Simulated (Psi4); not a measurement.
H4O4Ti, charge -1, doublet, at the geometry of the source list (the multiplicity is a formal guess) (a gas-phase anion, which may not be bound at this level); Psi4 with BHHLYP/cc-pVDZ.

Here is a job for Psi4.
```
memory 2 GB

molecule mol {
-1 2
Ti    0.020000   -0.090800   -0.042500
O     1.362500   -0.374600   -1.084900
H     2.292900   -0.178900   -1.208000
O     0.504000    0.050400    1.609400
H     0.566300    0.831900    2.166700
O    -0.727600    1.423000   -0.469100
H    -1.265900    1.554000   -1.256200
O    -1.175500   -1.344500   -0.207200
H    -1.576600   -1.870500    0.491700
}

set {
  basis cc-pvdz
  reference uks
}

energy('bhhlyp')
print_variables()
```

Write the output that Psi4 gives for this input, abridged.


```
   => Loading Basis Set <=

    Name: CC-PVDZ
    Role: ORBITAL
    Keyword: BASIS

         ---------------------------------------------------------
                                   SCF
               by Justin Turney, Rob Parrish, Andy Simmonett
                          and Daniel G. A. Smith
                              UKS Reference
         ---------------------------------------------------------

  ==> Geometry <==

    Molecular point group: c1
    Full point group: C1

    Geometry (in Angstrom), charge = -1, multiplicity = 2:

       Center              X                  Y                   Z               Mass
    ------------   -----------------  -----------------  -----------------  -----------------
         TI           0.016633499968    -0.022288738767    -0.005675780983    47.947941980000
         O            1.359133499968    -0.306088738767    -1.048075780983    15.994914619570
         H            2.289533499968    -0.110388738767    -1.171175780983     1.007825032230
         O            0.500633499968     0.118911261233     1.646224219017    15.994914619570
         H            0.562933499968     0.900411261233     2.203524219017     1.007825032230
         O           -0.730966500032     1.491511261233    -0.432275780983    15.994914619570
         H           -1.269266500032     1.622511261233    -1.219375780983     1.007825032230
         O           -1.178866500032    -1.275988738767    -0.170375780983    15.994914619570
         H           -1.579966500032    -1.801988738767     0.528524219017     1.007825032230

  Running in c1 symmetry.

  Rotational constants: A =      0.11970  B =      0.11661  C =      0.11399 [cm^-1]
  Rotational constants: A =   3588.44228  B =   3495.88751  C =   3417.42997 [MHz]
  Nuclear repulsion =  339.004350839356164

  Charge       = -1
  Multiplicity = 2
  Electrons    = 59
  Nalpha       = 30
  Nbeta        = 29

  ==> Algorithm <==

  SCF Algorithm Type is DF.
  DIIS enabled.
  MOM disabled.
  Fractional occupation disabled.
  Guess Type is SAD.
  Energy threshold   = 1.00e-06
  Density threshold  = 1.00e-06
  Integral threshold = 1.00e-12

  ==> Primary Basis <==

  Basis Set: CC-PVDZ
    Blend: CC-PVDZ
    Number of shells: 51
    Number of basis functions: 119
    Number of Cartesian functions: 129
    Spherical Harmonics?: true
    Max angular momentum: 3

  ==> DFT Potential <==

   => LibXC <=

    Version 7.1.2
    S. Lehtola, C. Steigemann, M. J. T. Oliveira, and M. A. L. Marques,  SoftwareX 7, 1–5 (2018) (10.1016/j.softx.2017.11.002)

   => Composite Functional: BHANDHLYP <=

    BHandHLYP Hyb-GGA Exchange-Correlation Functional

    A. D. Becke,  J. Chem. Phys. 98, 1372 (1993) (10.1063/1.464304)
    Defined through Gaussian implementation.

    Deriv               =              1
    GGA                 =           TRUE
    Meta                =          FALSE

    Exchange Hybrid     =           TRUE
    MP2 Hybrid          =          FALSE

   => Exchange Functionals <=

    0.5000         Becke 88

   => Exact (HF) Exchange <=

    0.5000               HF

   => Correlation Functionals <=

    1.0000   Lee, Yang & Parr

   => LibXC Density Thresholds  <==

    XC_HYB_GGA_XC_BHANDHLYP:  1.00E-15

   => Molecular Quadrature <=

    Radial Scheme          =       TREUTLER
    Pruning Scheme         =           NONE
    Nuclear Scheme         =       TREUTLER

    Blocking Scheme        =         OCTREE
    BS radius alpha        =              1
    Pruning alpha          =              1
    Radial Points          =             75
    Spherical Points       =            302
    Total Points           =         195739
    Total Blocks           =           1511
    Max Points             =            256
    Max Functions          =            119
    Weights Tolerance      =       1.00E-15

   => Loading Basis Set <=

    Name: (CC-PVDZ AUX)
    Role: JKFIT
    Keyword: DF_BASIS_SCF

  ==> Integral Setup <==

[...]
   -------------------------
     A        119     119
   -------------------------
    Total     119     119
   -------------------------

  ==> Iterations <==

                           Total Energy        Delta E     RMS |[F,P]|

   @DF-UKS iter SAD: -1151.13575280645455   -1.15114e+03   0.00000e+00
   @DF-UKS iter   1: -1152.04912908082110   -9.13376e-01   1.13874e-02 DIIS/ADIIS
   @DF-UKS iter   2: -1151.32332757006861    7.25802e-01   1.56414e-02 DIIS/ADIIS
   @DF-UKS iter   3: -1152.74217191533262   -1.41884e+00   2.33027e-03 DIIS/ADIIS
   @DF-UKS iter   4: -1152.77677688487142   -3.46050e-02   7.78544e-04 DIIS/ADIIS
   @DF-UKS iter   5: -1152.78063300268559   -3.85612e-03   1.07753e-04 DIIS/ADIIS
   @DF-UKS iter   6: -1152.78083337335556   -2.00371e-04   5.07276e-05 DIIS
   @DF-UKS iter   7: -1152.78088848256562   -5.51092e-05   3.73945e-05 DIIS
   @DF-UKS iter   8: -1152.78093008944325   -4.16069e-05   2.15803e-05 DIIS
   @DF-UKS iter   9: -1152.78097738374572   -4.72943e-05   1.44384e-05 DIIS
   @DF-UKS iter  10: -1152.78101919186838   -4.18081e-05   7.32559e-06 DIIS
   @DF-UKS iter  11: -1152.78102818795537   -8.99609e-06   3.84591e-06 DIIS
   @DF-UKS iter  12: -1152.78102952356744   -1.33561e-06   2.49623e-06 DIIS
   @DF-UKS iter  13: -1152.78102989117974   -3.67612e-07   9.60663e-07 DIIS
  Energy and wave function converged.

  ==> Post-Iterations <==

   Electrons on quadrature grid:
      Nalpha   =   30.0000159680 ; deviation = 1.597e-05
      Nbeta    =   29.0000154583 ; deviation = 1.546e-05
      Ntotal   =   59.0000314263 ; deviation = 3.143e-05

   @Spin Contamination Metric:   2.631736411E-03
   @S^2 Expected:                7.500000000E-01
   @S^2 Observed:                7.526317364E-01
   @S   Expected:                5.000000000E-01
   @S   Observed:                5.000000000E-01

    Orbital Energies [Eh]
    ---------------------

    Alpha Occupied:

[...]
    Alpha Virtual:

[...]
    Beta Occupied:

[...]
    Beta Virtual:

[...]
    Final Occupation by Irrep:
              A
    DOCC [    29 ]
    SOCC [     1 ]
    NA   [    30 ]
    NB   [    29 ]

  @DF-UKS Final Energy: -1152.78102989117974

   => Energetics <=

    Nuclear Repulsion Energy =            339.0043508393561638
    One-Electron Energy =               -2273.0727411261259476
    Two-Electron Energy =                 821.7209439118329328
    DFT Exchange-Correlation Energy =     -40.4335835162430826
    Empirical Dispersion Energy =           0.0000000000000000
    VV10 Nonlocal Energy =                  0.0000000000000000
    Total Energy =                      -1152.7810298911797418

  UHF NO Occupations:
  HONO-2 :   28  A 1.9998237
  HONO-1 :   29  A 1.9994121
  HONO-0 :   30  A 1.0000000
  LUNO+0 :   31  A 0.0005879
  LUNO+1 :   32  A 0.0001763
  LUNO+2 :   33  A 0.0001431
  LUNO+3 :   34  A 0.0001049

Computation Completed

Properties will be evaluated at   0.000000,   0.000000,   0.000000 [a0]

Properties computed using the SCF density matrix

 Multipole Moments:

 ------------------------------------------------------------------------------------
     Multipole            Electronic (a.u.)      Nuclear  (a.u.)        Total (a.u.)
 ------------------------------------------------------------------------------------

 L = 1.  Multiply by 2.5417464519 to convert [e a0] to [Debye]
 Dipole X            :          0.2486849           -0.0592561            0.1894288
 Dipole Y            :         -0.5292733            0.6556464            0.1263732
 Dipole Z            :         -0.1785389            0.3412934            0.1627546
 Magnitude           :                                                    0.2798973

 ------------------------------------------------------------------------------------

  Variable Map:
  ----------------------------------------------------------------------------
[...]
  Array Variable Map:
  ----------------------------------------------------------------------------
[...]
[...]
```
